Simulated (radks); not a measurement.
Q: Excited configurations of Cs I: one electron is placed in a higher orbital outside [Xe]. The ground configuration is [Xe] 6s1. Calculated with a radial shooting solver on a logarithmic mesh with Libxc functionals: scalar-relativistic Kohn-Sham, r2SCAN, spin-unpolarised, spherical densities, finite nucleus; meta-GGA in the generalised Kohn-Sham scheme; Fermi nuclear charge, rms radius 4.8041 fm. Excitation = E - E(ground); binding = E(ion) - E, where the ion is the core of charge +1; n* = 1/sqrt(2 binding) in atomic units, and the quantum defect is n - n*.

| outer orbital | excitation (eV) | binding (eV) | n* | quantum defect | eigenvalue (eV) | <r> (bohr) |
|---|---|---|---|---|---|---|
| 5d | 1.655 | 1.867 | 2.699 | 2.301 | -0.543 | 7.560 |
| 6d | 2.348 | 1.175 | 3.403 | 2.597 | -0.587 | 14.92 |
| 7s | 1.908 | 1.615 | 2.903 | 4.097 | -0.976 | 13.07 |

Estimate the row for 6p.

A: excitation (eV) 1.268; binding (eV) 2.255; n* 2.456; quantum defect 3.544; eigenvalue (eV) -1.212; <r> (bohr) 8.166. The Delta-SCF ionisation energy is 3.523 eV (NIST Atomic Spectra Database: 3.894 eV, measured). Self-interaction in the functional shifts the binding energies and quantum defects, so they are the method's values and not measured ones. Spin polarisation and multiplet splitting are left out, so open shells lie too high by an amount that depends on their filling.

Beside tabulated values, note that spin-unpolarised runs miss the spin-polarisation part of the exchange energy of open shells.
